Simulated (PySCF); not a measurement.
## Unknown compound

An unknown has the formula CH$_{5}$BN$_{2}$. Its calculated NMR data are:

¹H NMR (400 MHz, computed): δ 2.69 (br s, 3H), 2.33 (br, 2H).

¹³C{¹H} NMR (computed): δ 135.5 (C).

Computational details: J couplings at B3LYP/pcJ-1, geometry: PBE0-D3(BJ)/def2-SVP, NMR shieldings at PBE0/pcSseg-1/GIAO, in PySCF 2.14.0 with density-fitted response routines (one computed conformer, non-relativistic Hamiltonian, in vacuum, averaged over atoms made equivalent by symmetry, fast rotation or ring inversion).

δ = σ(ref) − σ, references computed at the same level: ¹H and ¹³C against TMS.

**Question.** Propose a structure and justify it.

**Answer.** 
1. Carbon types of the structure: 1 × C, leaving 5 H on heteroatoms.
2. δC 135.5: nitrile carbon.
3. δH 2.69: hydrogen on a donor nitrogen of a Lewis adduct; labile proton, position sensitive to the medium.
4. δH 2.33: hydrogen on a boron bonded to C, N.

The compound is SMILES N#C[BH2-][NH3+].

Exchangeable OH/NH protons stand at their gas-phase positions; hydrogen bonding in a real sample shifts them, mostly to higher δ. Hydrogens on boron are broadened and split by ¹¹B (spin 3/2, 80 %) and 10B (spin 3). A carbon bonded to boron is broadened by the quadrupolar boron nucleus and is often missing from a measured spectrum. Shifts are as computed. Against solution values, carbons near 30 ppm lie about +2 ppm off and those near 130 ppm about +5 ppm. Of 1211 compounds with measured shifts, 218 miss one by over three times the rms of a fit or turn the order of signals round; such compounds aren't used in these exercises. Couplings to exchangeable protons are dropped.
